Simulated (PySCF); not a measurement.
Species: `C([C@](C)(C#N)[C@@H](C)[SiH3])=O`. The columns A, B, C and D hold Mulliken, IAO, Hirshfeld and ESP-fitted charges (e) of one PBE0/pcSseg-1 density (PySCF), in a shuffled order. Coordinates in Å (GFN2-xTB); the density's dipole moment is (1.03, -1.52, 2.66) D.

```tsv
atom	x	y	z	A	B	C	D
C1	1.250	1.487	0.149	-0.587	-0.205	-0.118	-0.418
C2	0.635	0.252	-0.507	+0.119	-0.454	-0.102	-0.358
Si3	1.670	-1.313	-0.107	+0.256	+0.486	+0.306	+0.582
C4	-0.857	0.093	-0.162	+0.061	-0.665	+0.025	-0.044
C5	-1.142	-0.242	1.308	-0.492	-0.118	-0.104	-0.410
C6	-1.558	1.317	-0.503	+0.335	+0.220	+0.090	+0.133
N7	-2.097	2.287	-0.779	-0.460	-0.230	-0.214	-0.237
C8	-1.504	-0.962	-1.047	+0.365	+0.412	+0.148	+0.274
O9	-0.966	-1.511	-1.963	-0.417	-0.319	-0.178	-0.357
H10	0.696	2.390	-0.105	+0.173	+0.142	+0.040	+0.151
H11	2.274	1.612	-0.195	+0.162	+0.133	+0.048	+0.149
H12	1.275	1.392	1.233	+0.147	+0.115	+0.038	+0.135
H13	0.676	0.405	-1.592	+0.053	+0.163	+0.038	+0.159
H14	2.859	-1.264	-0.954	-0.069	-0.065	-0.069	-0.104
H15	0.916	-2.546	-0.314	-0.054	-0.056	-0.077	-0.107
H16	2.061	-1.235	1.306	-0.091	-0.076	-0.080	-0.126
H17	-0.732	0.527	1.957	+0.172	+0.142	+0.056	+0.162
H18	-0.691	-1.198	1.564	+0.144	+0.147	+0.050	+0.150
H19	-2.215	-0.299	1.484	+0.145	+0.135	+0.052	+0.156
H20	-2.555	-1.178	-0.774	+0.035	+0.093	+0.051	+0.110
```

Question: Which column most likely holds the ESP-fitted charges?

Answer: A. Σ q r misses the density's dipole by 0.02 D (A), 0.28 D (D), 1.06 D (C), 1.44 D (B). Charges fitted to the outside potential are the only set here that is tied to the molecule's multipoles.

Question: And the Hirshfeld charges?

Answer: C. The mean sizes are 0.094 e (C), 0.216 e (D), 0.217 e (A), 0.219 e (B), and Hirshfeld charges are commonly the smallest of these schemes.

As computed, A = ESP-fitted, B = Mulliken, C = Hirshfeld, D = IAO. Hydrogens on carbon: ESP-fitted +0.04 to +0.17, Mulliken +0.09 to +0.16, Hirshfeld +0.04 to +0.06, IAO +0.11 to +0.16 e.

The ESP scheme fits charges at the nuclei, held to the total charge, to the electrostatic potential on points at 1.4 to 2.0 times the van der Waals radii. The Hirshfeld scheme weights the molecular density at each point by an atom's share of the summed free-atom densities.

Isolated species at its GFN2-xTB geometry (one conformer only).

Conformer computed: `[CH3:1][C@@H:2]([SiH3:3])[C@@:4]([CH3:5])([C:6]#[N:7])[CH:8]=[O:9]`: C1–C2–C4–C5 -68°, C2–C4–C8–O9 -6°.
